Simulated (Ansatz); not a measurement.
Molecular dynamics of C3H10OSSi

Input file:

```yaml
crystal:
  periodic: [false, false, false]
  atoms:
    - { symbol: C, position_ang: [-1.763885, -1.579728, -1.18359] }
    - { symbol: O, position_ang: [-1.030095, -0.612739, -0.371683] }
    - { symbol: Si, position_ang: [0.582506, -0.961505, 0.263085] }
    - { symbol: C, position_ang: [1.142472, 0.620715, 1.190333] }
    - { symbol: C, position_ang: [1.048434, 1.909729, 0.35617] }
    - { symbol: S, position_ang: [-0.74582, 2.522172, 0.117095] }
    - { symbol: H, position_ang: [-1.216906, -1.827269, -2.113176] }
    - { symbol: H, position_ang: [-1.95874, -2.510362, -0.617769] }
    - { symbol: H, position_ang: [-2.724308, -1.112309, -1.444972] }
    - { symbol: H, position_ang: [1.519604, -1.261884, -0.900487] }
    - { symbol: H, position_ang: [0.53335, -2.174932, 1.18012] }
    - { symbol: H, position_ang: [2.19642, 0.445923, 1.492265] }
    - { symbol: H, position_ang: [0.554658, 0.72861, 2.118874] }
    - { symbol: H, position_ang: [1.549285, 2.747669, 0.8671] }
    - { symbol: H, position_ang: [1.513804, 1.790091, -0.636635] }
    - { symbol: H, position_ang: [-1.223479, 1.25332, -0.272629] }
basis:
  gaussian: { orbitals: "6-31G" }
hamiltonian:
  xc: pbe
md:
  timestep: 0.5
  n_steps: 150
  ensemble: nve
  temperature: 500.0
  initial_velocities: maxwell_boltzmann
  seed: 580087
scf:
  lower_state_search: "off"
```

Run as:

```bash
$ ansatz run input.yaml --threads 1 --pin off --max-ram 2048MiB --backend cpu --events-out ev --progress --plain --runs-dir out
```

It starts from a relaxed structure.

Output, in part (one step line in 2, the closing report, with atoms numbered from 0):

```
md step     0: t =     0.00 fs  T =   500.0 K  F+E_penalty+E_count = -24015.04265969 eV  E_kin = 0.904820 eV  conserved = -24014.13783970 eV  (16 SCF iters)
md step     2: t =     1.00 fs  T =   441.2 K  F+E_penalty+E_count = -24014.93420665 eV  E_kin = 0.798327 eV  conserved = -24014.13587976 eV  (20 SCF iters)
md step     4: t =     2.00 fs  T =   325.2 K  F+E_penalty+E_count = -24014.72082367 eV  E_kin = 0.588583 eV  conserved = -24014.13224100 eV  (20 SCF iters)
md step     6: t =     3.00 fs  T =   264.3 K  F+E_penalty+E_count = -24014.60980411 eV  E_kin = 0.478355 eV  conserved = -24014.13144861 eV  (20 SCF iters)
md step     8: t =     4.00 fs  T =   286.3 K  F+E_penalty+E_count = -24014.65168925 eV  E_kin = 0.518104 eV  conserved = -24014.13358522 eV  (20 SCF iters)
md step    10: t =     5.00 fs  T =   326.5 K  F+E_penalty+E_count = -24014.72624957 eV  E_kin = 0.590929 eV  conserved = -24014.13532011 eV  (20 SCF iters)
md step    12: t =     6.00 fs  T =   323.3 K  F+E_penalty+E_count = -24014.72083577 eV  E_kin = 0.585057 eV  conserved = -24014.13577836 eV  (20 SCF iters)
md step    14: t =     7.00 fs  T =   262.8 K  F+E_penalty+E_count = -24014.60992746 eV  E_kin = 0.475581 eV  conserved = -24014.13434629 eV  (20 SCF iters)
md step    16: t =     8.00 fs  T =   197.6 K  F+E_penalty+E_count = -24014.48904447 eV  E_kin = 0.357515 eV  conserved = -24014.13152909 eV  (21 SCF iters)
md step    18: t =     9.00 fs  T =   212.4 K  F+E_penalty+E_count = -24014.51590283 eV  E_kin = 0.384308 eV  conserved = -24014.13159441 eV  (22 SCF iters)
md step    20: t =    10.00 fs  T =   303.2 K  F+E_penalty+E_count = -24014.68370272 eV  E_kin = 0.548657 eV  conserved = -24014.13504568 eV  (20 SCF iters)
md step    22: t =    11.00 fs  T =   366.1 K  F+E_penalty+E_count = -24014.79976485 eV  E_kin = 0.662572 eV  conserved = -24014.13719256 eV  (20 SCF iters)
md step    24: t =    12.00 fs  T =   331.9 K  F+E_penalty+E_count = -24014.73661984 eV  E_kin = 0.600629 eV  conserved = -24014.13599055 eV  (20 SCF iters)
md step    26: t =    13.00 fs  T =   239.6 K  F+E_penalty+E_count = -24014.56622138 eV  E_kin = 0.433501 eV  conserved = -24014.13272004 eV  (21 SCF iters)
md step    28: t =    14.00 fs  T =   190.0 K  F+E_penalty+E_count = -24014.47531946 eV  E_kin = 0.343772 eV  conserved = -24014.13154714 eV  (21 SCF iters)
md step    30: t =    15.00 fs  T =   220.8 K  F+E_penalty+E_count = -24014.53305975 eV  E_kin = 0.399556 eV  conserved = -24014.13350375 eV  (21 SCF iters)
md step    32: t =    16.00 fs  T =   274.4 K  F+E_penalty+E_count = -24014.63187612 eV  E_kin = 0.496563 eV  conserved = -24014.13531266 eV  (20 SCF iters)
md step    34: t =    17.00 fs  T =   287.3 K  F+E_penalty+E_count = -24014.65581303 eV  E_kin = 0.519871 eV  conserved = -24014.13594172 eV  (20 SCF iters)
md step    36: t =    18.00 fs  T =   238.4 K  F+E_penalty+E_count = -24014.56641435 eV  E_kin = 0.431401 eV  conserved = -24014.13501298 eV  (20 SCF iters)
md step    38: t =    19.00 fs  T =   166.3 K  F+E_penalty+E_count = -24014.43320472 eV  E_kin = 0.301006 eV  conserved = -24014.13219861 eV  (20 SCF iters)
md step    40: t =    20.00 fs  T =   159.8 K  F+E_penalty+E_count = -24014.42047343 eV  E_kin = 0.289232 eV  conserved = -24014.13124133 eV  (21 SCF iters)
md step    42: t =    21.00 fs  T =   243.6 K  F+E_penalty+E_count = -24014.57526369 eV  E_kin = 0.440788 eV  conserved = -24014.13447576 eV  (20 SCF iters)
md step    44: t =    22.00 fs  T =   320.5 K  F+E_penalty+E_count = -24014.71718810 eV  E_kin = 0.579979 eV  conserved = -24014.13720936 eV  (20 SCF iters)
md step    46: t =    23.00 fs  T =   302.9 K  F+E_penalty+E_count = -24014.68440900 eV  E_kin = 0.548077 eV  conserved = -24014.13633158 eV  (20 SCF iters)
md step    48: t =    24.00 fs  T =   217.7 K  F+E_penalty+E_count = -24014.52681821 eV  E_kin = 0.393886 eV  conserved = -24014.13293230 eV  (22 SCF iters)
md step    50: t =    25.00 fs  T =   168.5 K  F+E_penalty+E_count = -24014.43644460 eV  E_kin = 0.304915 eV  conserved = -24014.13153008 eV  (22 SCF iters)
md step    52: t =    26.00 fs  T =   200.2 K  F+E_penalty+E_count = -24014.49565264 eV  E_kin = 0.362276 eV  conserved = -24014.13337624 eV  (22 SCF iters)
md step    54: t =    27.00 fs  T =   259.5 K  F+E_penalty+E_count = -24014.60467209 eV  E_kin = 0.469603 eV  conserved = -24014.13506890 eV  (22 SCF iters)
md step    56: t =    28.00 fs  T =   286.5 K  F+E_penalty+E_count = -24014.65403437 eV  E_kin = 0.518377 eV  conserved = -24014.13565725 eV  (21 SCF iters)
md step    58: t =    29.00 fs  T =   260.3 K  F+E_penalty+E_count = -24014.60594303 eV  E_kin = 0.470968 eV  conserved = -24014.13497495 eV  (21 SCF iters)
md step    60: t =    30.00 fs  T =   210.1 K  F+E_penalty+E_count = -24014.51282515 eV  E_kin = 0.380125 eV  conserved = -24014.13269982 eV  (21 SCF iters)
md step    62: t =    31.00 fs  T =   207.8 K  F+E_penalty+E_count = -24014.50793912 eV  E_kin = 0.376099 eV  conserved = -24014.13183987 eV  (21 SCF iters)
md step    64: t =    32.00 fs  T =   277.1 K  F+E_penalty+E_count = -24014.63568214 eV  E_kin = 0.501366 eV  conserved = -24014.13431618 eV  (20 SCF iters)
md step    66: t =    33.00 fs  T =   343.5 K  F+E_penalty+E_count = -24014.75835304 eV  E_kin = 0.621649 eV  conserved = -24014.13670415 eV  (20 SCF iters)
md step    68: t =    34.00 fs  T =   331.5 K  F+E_penalty+E_count = -24014.73630764 eV  E_kin = 0.599979 eV  conserved = -24014.13632899 eV  (20 SCF iters)
md step    70: t =    35.00 fs  T =   254.3 K  F+E_penalty+E_count = -24014.59351740 eV  E_kin = 0.460101 eV  conserved = -24014.13341639 eV  (20 SCF iters)
md step    72: t =    36.00 fs  T =   199.4 K  F+E_penalty+E_count = -24014.49289380 eV  E_kin = 0.360913 eV  conserved = -24014.13198034 eV  (20 SCF iters)
md step    74: t =    37.00 fs  T =   211.8 K  F+E_penalty+E_count = -24014.51671702 eV  E_kin = 0.383266 eV  conserved = -24014.13345150 eV  (21 SCF iters)
md step    76: t =    38.00 fs  T =   250.1 K  F+E_penalty+E_count = -24014.58727325 eV  E_kin = 0.452552 eV  conserved = -24014.13472127 eV  (20 SCF iters)
md step    78: t =    39.00 fs  T =   268.6 K  F+E_penalty+E_count = -24014.62112469 eV  E_kin = 0.486045 eV  conserved = -24014.13508010 eV  (20 SCF iters)
md step    80: t =    40.00 fs  T =   252.6 K  F+E_penalty+E_count = -24014.59193710 eV  E_kin = 0.457110 eV  conserved = -24014.13482686 eV  (20 SCF iters)
md step    82: t =    41.00 fs  T =   216.9 K  F+E_penalty+E_count = -24014.52586964 eV  E_kin = 0.392549 eV  conserved = -24014.13332032 eV  (21 SCF iters)
md step    84: t =    42.00 fs  T =   212.6 K  F+E_penalty+E_count = -24014.51696528 eV  E_kin = 0.384783 eV  conserved = -24014.13218276 eV  (21 SCF iters)
md step    86: t =    43.00 fs  T =   270.9 K  F+E_penalty+E_count = -24014.62419755 eV  E_kin = 0.490260 eV  conserved = -24014.13393707 eV  (21 SCF iters)
md step    88: t =    44.00 fs  T =   338.8 K  F+E_penalty+E_count = -24014.74938672 eV  E_kin = 0.613175 eV  conserved = -24014.13621217 eV  (21 SCF iters)
md step    90: t =    45.00 fs  T =   344.9 K  F+E_penalty+E_count = -24014.76024253 eV  E_kin = 0.624074 eV  conserved = -24014.13616827 eV  (22 SCF iters)
md step    92: t =    46.00 fs  T =   290.5 K  F+E_penalty+E_count = -24014.65941456 eV  E_kin = 0.525664 eV  conserved = -24014.13375007 eV  (21 SCF iters)
md step    94: t =    47.00 fs  T =   246.9 K  F+E_penalty+E_count = -24014.57934039 eV  E_kin = 0.446799 eV  conserved = -24014.13254186 eV  (20 SCF iters)
md step    96: t =    48.00 fs  T =   251.0 K  F+E_penalty+E_count = -24014.58804898 eV  E_kin = 0.454253 eV  conserved = -24014.13379632 eV  (20 SCF iters)
md step    98: t =    49.00 fs  T =   268.6 K  F+E_penalty+E_count = -24014.62058804 eV  E_kin = 0.485983 eV  conserved = -24014.13460534 eV  (20 SCF iters)
md step   100: t =    50.00 fs  T =   269.2 K  F+E_penalty+E_count = -24014.62181390 eV  E_kin = 0.487241 eV  conserved = -24014.13457330 eV  (20 SCF iters)
md step   102: t =    51.00 fs  T =   250.3 K  F+E_penalty+E_count = -24014.58739604 eV  E_kin = 0.452901 eV  conserved = -24014.13449467 eV  (20 SCF iters)
md step   104: t =    52.00 fs  T =   219.5 K  F+E_penalty+E_count = -24014.53096637 eV  E_kin = 0.397180 eV  conserved = -24014.13378672 eV  (20 SCF iters)
md step   106: t =    53.00 fs  T =   204.2 K  F+E_penalty+E_count = -24014.50240291 eV  E_kin = 0.369496 eV  conserved = -24014.13290699 eV  (20 SCF iters)
md step   108: t =    54.00 fs  T =   229.7 K  F+E_penalty+E_count = -24014.54949913 eV  E_kin = 0.415720 eV  conserved = -24014.13377918 eV  (20 SCF iters)
md step   110: t =    55.00 fs  T =   270.9 K  F+E_penalty+E_count = -24014.62551112 eV  E_kin = 0.490198 eV  conserved = -24014.13531319 eV  (20 SCF iters)
md step   112: t =    56.00 fs  T =   280.3 K  F+E_penalty+E_count = -24014.64285045 eV  E_kin = 0.507216 eV  conserved = -24014.13563478 eV  (21 SCF iters)
md step   114: t =    57.00 fs  T =   249.3 K  F+E_penalty+E_count = -24014.58531970 eV  E_kin = 0.451204 eV  conserved = -24014.13411540 eV  (21 SCF iters)
md step   116: t =    58.00 fs  T =   220.7 K  F+E_penalty+E_count = -24014.53272433 eV  E_kin = 0.399434 eV  conserved = -24014.13329014 eV  (21 SCF iters)
md step   118: t =    59.00 fs  T =   217.9 K  F+E_penalty+E_count = -24014.52836902 eV  E_kin = 0.394237 eV  conserved = -24014.13413206 eV  (20 SCF iters)
md step   120: t =    60.00 fs  T =   218.2 K  F+E_penalty+E_count = -24014.52910823 eV  E_kin = 0.394796 eV  conserved = -24014.13431173 eV  (20 SCF iters)
md step   122: t =    61.00 fs  T =   211.7 K  F+E_penalty+E_count = -24014.51702786 eV  E_kin = 0.383092 eV  conserved = -24014.13393559 eV  (20 SCF iters)
md step   124: t =    62.00 fs  T =   206.2 K  F+E_penalty+E_count = -24014.50718118 eV  E_kin = 0.373063 eV  conserved = -24014.13411797 eV  (21 SCF iters)
md step   126: t =    63.00 fs  T =   199.6 K  F+E_penalty+E_count = -24014.49532564 eV  E_kin = 0.361130 eV  conserved = -24014.13419579 eV  (21 SCF iters)
md step   128: t =    64.00 fs  T =   194.9 K  F+E_penalty+E_count = -24014.48625893 eV  E_kin = 0.352614 eV  conserved = -24014.13364541 eV  (20 SCF iters)
md step   130: t =    65.00 fs  T =   208.0 K  F+E_penalty+E_count = -24014.51032151 eV  E_kin = 0.376396 eV  conserved = -24014.13392530 eV  (21 SCF iters)
md step   132: t =    66.00 fs  T =   231.8 K  F+E_penalty+E_count = -24014.55434431 eV  E_kin = 0.419550 eV  conserved = -24014.13479387 eV  (21 SCF iters)
md step   134: t =    67.00 fs  T =   240.5 K  F+E_penalty+E_count = -24014.57033853 eV  E_kin = 0.435273 eV  conserved = -24014.13506555 eV  (21 SCF iters)
md step   136: t =    68.00 fs  T =   226.7 K  F+E_penalty+E_count = -24014.54436540 eV  E_kin = 0.410161 eV  conserved = -24014.13420463 eV  (21 SCF iters)
md step   138: t =    69.00 fs  T =   213.7 K  F+E_penalty+E_count = -24014.52045225 eV  E_kin = 0.386731 eV  conserved = -24014.13372135 eV  (21 SCF iters)
md step   140: t =    70.00 fs  T =   213.3 K  F+E_penalty+E_count = -24014.52039606 eV  E_kin = 0.385996 eV  conserved = -24014.13440026 eV  (20 SCF iters)
md step   142: t =    71.00 fs  T =   207.3 K  F+E_penalty+E_count = -24014.50935821 eV  E_kin = 0.375094 eV  conserved = -24014.13426443 eV  (20 SCF iters)
md step   144: t =    72.00 fs  T =   196.7 K  F+E_penalty+E_count = -24014.48950463 eV  E_kin = 0.355935 eV  conserved = -24014.13356987 eV  (21 SCF iters)
md step   146: t =    73.00 fs  T =   199.1 K  F+E_penalty+E_count = -24014.49408570 eV  E_kin = 0.360314 eV  conserved = -24014.13377154 eV  (21 SCF iters)
md step   148: t =    74.00 fs  T =   210.5 K  F+E_penalty+E_count = -24014.51523247 eV  E_kin = 0.380866 eV  conserved = -24014.13436602 eV  (21 SCF iters)
md step   150: t =    75.00 fs  T =   216.6 K  F+E_penalty+E_count = -24014.52626443 eV  E_kin = 0.391995 eV  conserved = -24014.13426907 eV  (21 SCF iters)
Total energy: -24014.52630041 eV, -882.5175639096 hartree
Atom 0 at    -1.665478    -1.485263    -1.363348 Å, force    -0.276808    -1.622385     1.990893 eV/Å
Atom 1 at    -1.071688    -0.653871    -0.346579 Å, force     0.635513     0.499859     0.507552 eV/Å
Atom 2 at     0.526531    -0.964925     0.380210 Å, force    -0.600925    -0.023719     0.427512 eV/Å
Atom 3 at     1.308234     0.646393     1.053366 Å, force    -0.408707     1.150072    -1.574234 eV/Å
Atom 4 at     1.025561     1.938757     0.207313 Å, force     0.720747    -1.056528    -1.898814 eV/Å
Atom 5 at    -0.777017     2.465086     0.215712 Å, force    -0.290595     1.173811     0.561105 eV/Å
Atom 6 at    -1.114156    -2.439565    -1.446343 Å, force    -0.051097     0.031569    -0.554779 eV/Å
Atom 7 at    -2.702399    -1.741136    -1.083492 Å, force    -0.018817    -0.060185     0.379463 eV/Å
Atom 8 at    -1.764835    -0.952393    -2.252244 Å, force     0.309187     1.044901    -2.206766 eV/Å
Atom 9 at     1.370668    -1.692143    -0.625569 Å, force     0.205180    -0.094728    -0.315692 eV/Å
Atom 10 at     0.428292    -1.828221     1.631580 Å, force    -0.132980    -0.193879    -0.128183 eV/Å
Atom 11 at     2.395057     0.522052     1.095305 Å, force     0.367118    -0.230964     0.255650 eV/Å
Atom 12 at     0.893040     0.832371     2.030882 Å, force    -0.087088    -0.035826     0.915361 eV/Å
Atom 13 at     1.558749     2.822116     0.601310 Å, force    -0.019971    -0.141480     0.020214 eV/Å
Atom 14 at     1.357743     1.799298    -0.914932 Å, force    -0.413778     0.240047     1.845431 eV/Å
Atom 15 at    -1.341686     1.542812    -0.614442 Å, force     0.063021    -0.680563    -0.224713 eV/Å
Dipole moment:     0.388020    -0.498595    -0.281667 e Å
```

All steps were run. The conserved energy stayed within 0.43 meV per atom of its start (net change 0.22 meV per atom), so the integration is sound. The temperature averaged 0.47 of the 500 K drawn at the start: a run that starts near a minimum puts about half its kinetic energy into the potential. A run of 0.075 ps of so small a system gives no equilibrium averages. Limits of this set-up: no polarisation functions.

The same pairs are bonded in the first frame and the last. Pairs count as bonded within 1.25 times the sum of covalent radii (0.12 Å more for H–H).

Last frame:

```xyz
16
Properties=species:S:1:pos:R:3
C -1.665 -1.485 -1.363
O -1.072 -0.654 -0.347
Si 0.526 -0.965 0.380
C 1.308 0.646 1.053
C 1.026 1.939 0.207
S -0.777 2.465 0.216
H -1.114 -2.440 -1.446
H -2.702 -1.741 -1.083
H -1.765 -0.952 -2.252
H 1.371 -1.692 -0.626
H 0.428 -1.828 1.632
H 2.395 0.522 1.095
H 0.893 0.832 2.031
H 1.559 2.822 0.601
H 1.358 1.799 -0.915
H -1.342 1.543 -0.614
```

The run took 9.5 min on 1 thread of Arm Neoverse V2, with other jobs on the host, peak memory 0.13 GiB.
